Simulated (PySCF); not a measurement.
Sb(Me)3 (C3H9Sb), SMILES [CH3][Sb]([CH3])[CH3].

Coordinates come from a B3LYP-D3(BJ)/def2-SVP optimisation. The isomer is the one that the SMILES or the coordinates give; other isomers of the formula were not compared. The def2 effective core potentials stand for the cores of Sb; spin–orbit coupling is left out.

All values below come from C-PCM-ωB97X/def2-SVP (PySCF).

The values are the electrostatic part of the solvation free energy, E(continuum) − E(gas) at the gas-phase geometry, in a cavity of scaled van der Waals radii (PySCF's table); cavitation and dispersion terms are not included. A continuum can't describe solvent molecules that bind to the metal. In vacuum the orbital gap is 11.01 eV. The dipole moment in vacuum is 0.45 D.

Computed values in water (ε = 78.36), cyclohexanone (ε = 15.62), methanol (ε = 32.61):
```csv
solvent,ε,ΔG(elec) (kcal/mol),dipole (D),gap (eV)
water,78.36,-1.4,0.66,11.08
cyclohexanone,15.62,-1.3,0.64,11.08
methanol,32.61,-1.4,0.65,11.08
```
